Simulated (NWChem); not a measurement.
MoHO2F3; SMILES [O]=[Mo]([OH])([F])([F])[F]

```xyz
7

Mo     0.0240    -0.1084     0.0000
O     -0.3263    -1.7638     0.0000
F      0.0920     1.8356     0.0000
F      0.9546    -0.0643     1.5844
F      0.9546    -0.0643    -1.5844
O     -1.8127     0.2576     0.0000
H     -1.9076     1.2398     0.0000
```
Atoms are numbered in this order, from 1.

All runs: NWChem. Medium grid unless said otherwise, to which SCAN and Minnesota functionals are sensitive. Coordinates come from a PBE-D3(BJ)/def2-SVP optimisation. Not confirmed as a minimum by frequencies. def2 effective core potentials on Mo; no spin-orbit coupling. Hybrids' shares of exact exchange are those that their runs print; pure functionals count as 0. The functionals differ in more than this share.

```
row                                   share of exact exchange  orbital gap (eV)
------------------------------------  -----------------------  ----------------
PBE/def2-SVP                                             0.00              4.28
LDA (Slater exchange, PW92)/def2-SVP                     0.00              4.30
B3LYP/def2-SVP                                           0.20              6.23
PBE0/def2-SVP                                            0.25              6.74
M06/def2-SVP                                             0.27              6.70
M06-2X/def2-SVP                                          0.54              9.33
Hartree-Fock/def2-SVP                                    1.00          withheld
```

Q: Fit a straight line of the last column on the one before it, predict the withheld value, and compare with the run.

A: 
1. Means of the 6 shown rows: x = 0.210, y = 6.263. Slope Σ(x − x̄)(y − ȳ)/Σ(x − x̄)² = 1.886/0.2024 = 9.320; intercept 4.306.
2. The shown rows scatter about the line by 0.071 (root mean square); the largest residual is -0.12, at M06/def2-SVP.
3. At x = 1.00 (Hartree-Fock/def2-SVP; beyond the shown range) the line gives 13.63.
4. The run gives 14.49, +0.86 from the line, 12.1 times the scatter.
